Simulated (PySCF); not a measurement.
selenium dioxide anion (O2Se), SMILES O=[Se]=O (connectivity only; charge and spin as stated), charge -1, multiplicity 2.

Geometry: TPSSh-D3(BJ)/def2-SVPD. The spin state was assumed, not searched.

Two levels are set side by side: PBE/def2-TZVPD (PySCF) and PBE0/def2-TZVPD (PySCF). Same geometry, gas phase. Differences are taken from unrounded values.

```csv
quantity,PBE0
α-spin orbital gap (eV),3.86
β-spin orbital gap (eV),4.94
mean polarisability (bohr³),51.0
```

Problem. What does PBE give, and how far is it from PBE0? (An estimate is asked for; the answer gives what the named calculation found.)

Solution. 
| quantity | PBE | PBE minus PBE0 |
|---|---|---|
| α-spin orbital gap (eV) | 2.10 | -1.75 |
| β-spin orbital gap (eV) | 2.92 | -2.01 |
| mean polarisability (bohr³) | 57.2 | 6.2 |

PBE's more diffuse valence density responds more strongly to a field. Differences between two approximate levels are no errors against the true value.

Rough cost on one machine, each run with all the roots and properties that it gave: PBE0 against PBE within a factor of 2.
